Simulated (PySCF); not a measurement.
**Löwdin shares of the frontier orbitals**

Species: Zr(OH)F3 (singlet state).
Structure used (PBE0-D3(BJ)/def2-SVP), in Å, numbered top down from 1:
```
atom  x, y, z in Å
Zr1   -0.0268   -0.0737   -0.4634
O2     0.0947    0.2432    1.4044
H3     0.1408    0.3821    2.3497
F4     1.7115   -0.2785   -1.2144
F5    -0.8974    1.3940   -1.3079
F6    -1.0229   -1.6671   -0.7684
```

Method used: PySCF, TDDFT wB97X-D/def2-SVPD, vertical, gas phase, core orbitals frozen in the response, def2 core potentials past Kr. Spin–orbit coupling is left out.

Kohn–Sham orbitals with the atoms that hold most of them (Löwdin shares over 4%, at most four atoms; ? is withheld):

```
orbital  ε (eV)                           atoms
 HOMO-3  -13.83  F4 37%, F6 30%, F5 29%, Zr1 5%
 HOMO-2  -13.81          F4 40%, F5 30%, F6 27%
 HOMO-1  -12.39    O2 78%, Zr1 7%, F4 6%, H3 6%
   HOMO  -12.38    O2 78%, Zr1 7%, H3 6%, F6 5%
   LUMO    0.86                               ?
 LUMO+1    1.02    Zr1 72%, F6 8%, F5 7%, O2 7%
 LUMO+2    1.04    Zr1 72%, F4 8%, F5 7%, O2 7%
```

Give the leading atoms of the LUMO.

Zr1 (bonded to 3 F and O) 78%; O2 (bonded to Zr and H) 9%; H3 (bonded to O) 4%.

Within 0.005 eV of a neighbour in this list lie HOMO-1/HOMO (point group found: C3v); within a degenerate set the shares of single atoms can hang on how the components are chosen.

The HOMO–LUMO gap is 13.24 eV. Where does the response calculation put the lowest singlet, and from which orbitals?

S1 is at 7.91 eV (f = 0.0000), 5.33 eV below the gap, made of HOMO-1/HOMO→LUMO+1 (≥57%), HOMO-1/HOMO→LUMO+2 (≥35%). Its leading pair isn't HOMO and LUMO; the energies of that pair differ by 13.40 eV. 

For S1 the Löwdin share of zirconium is 7% in HOMO and 72% in LUMO+1 (ligand-to-metal charge transfer by this measure).

Next come S2 at 8.03 eV (f 0.0027), HOMO-1/HOMO→LUMO+1 (≥46%), HOMO-1/HOMO→LUMO+2 (≥44%); S3 at 8.03 eV (f 0.0018), HOMO-1/HOMO→LUMO+2 (≥56%), HOMO-1/HOMO→LUMO+1 (≥34%); S4 at 8.58 eV (f 0.061), HOMO-1/HOMO→LUMO+2 (≥41%), HOMO-1/HOMO→LUMO+1 (≥35%); S5 at 8.67 eV (f 0.044), HOMO-1/HOMO→LUMO (≥82%).

Orbitals of the list HOMO-3 to LUMO+2 that lie within 0.01 eV of each other are written together with a slash and their weights summed (≥ marks a lower bound); for degenerate orbitals outside that list single weights are arbitrary.

Löwdin shares depend on the basis, the more so with diffuse functions.
